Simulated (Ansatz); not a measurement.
# singlet C₁₄H₁₀: levels of theory in one basis

```yaml
atoms:
  - { symbol: C, position_ang: [-1.2224, 0.7207, 0.0000] }
  - { symbol: C, position_ang: [-2.4759, 1.4052, 0.0000] }
  - { symbol: C, position_ang: [-3.6562, 0.7119, 0.0000] }
  - { symbol: C, position_ang: [-3.6562, -0.7119, 0.0000] }
  - { symbol: C, position_ang: [-2.4759, -1.4052, 0.0000] }
  - { symbol: C, position_ang: [-1.2224, -0.7207, 0.0000] }
  - { symbol: C, position_ang: [1.2224, 0.7207, 0.0000] }
  - { symbol: C, position_ang: [0.0000, 1.4017, 0.0000] }
  - { symbol: C, position_ang: [0.0000, -1.4017, 0.0000] }
  - { symbol: C, position_ang: [1.2224, -0.7207, 0.0000] }
  - { symbol: C, position_ang: [3.6562, 0.7119, 0.0000] }
  - { symbol: C, position_ang: [2.4759, 1.4052, 0.0000] }
  - { symbol: C, position_ang: [2.4759, -1.4052, 0.0000] }
  - { symbol: C, position_ang: [3.6562, -0.7119, 0.0000] }
  - { symbol: H, position_ang: [-2.4741, 2.4985, 0.0000] }
  - { symbol: H, position_ang: [-4.6075, 1.2494, 0.0000] }
  - { symbol: H, position_ang: [-4.6075, -1.2494, 0.0000] }
  - { symbol: H, position_ang: [-2.4741, -2.4985, 0.0000] }
  - { symbol: H, position_ang: [0.0000, 2.4956, 0.0000] }
  - { symbol: H, position_ang: [0.0000, -2.4956, 0.0000] }
  - { symbol: H, position_ang: [4.6075, 1.2494, 0.0000] }
  - { symbol: H, position_ang: [2.4741, 2.4985, 0.0000] }
  - { symbol: H, position_ang: [2.4741, -2.4985, 0.0000] }
  - { symbol: H, position_ang: [4.6075, -1.2494, 0.0000] }
```

Basis set: def2-SVP (spherical functions). Correlated methods keep 14 orbitals frozen. Charge 0, multiplicity 1.

Computed with Ansatz (development build ahead of 0.2.0); each method stands on the lowest determinant of its kind that the runs found.

| method | E − E(RHF) (eV) | <S²> of the determinant |
| --- | --- | --- |
| RHF | 0.00 | – |
| UHF | -0.90 | 1.78 |
| UHF-MP2 | -46.37 | 1.78 |

(1) What does RHF-MP2 give on the same scale?

(2) Is a single determinant a sound starting point here?

## Answers

(1) -49.16 eV.

(2) It is doubtful. Unrestricted orbitals lower Hartree–Fock by 0.90 eV and <S²> is 1.78 where a pure state has 0.00, a sign of strong static correlation.

Caution for RHF, RHF-MP2: an unrestricted determinant lies well below. Caution for UHF, UHF-MP2: the unrestricted determinant is a mixture of spin states.
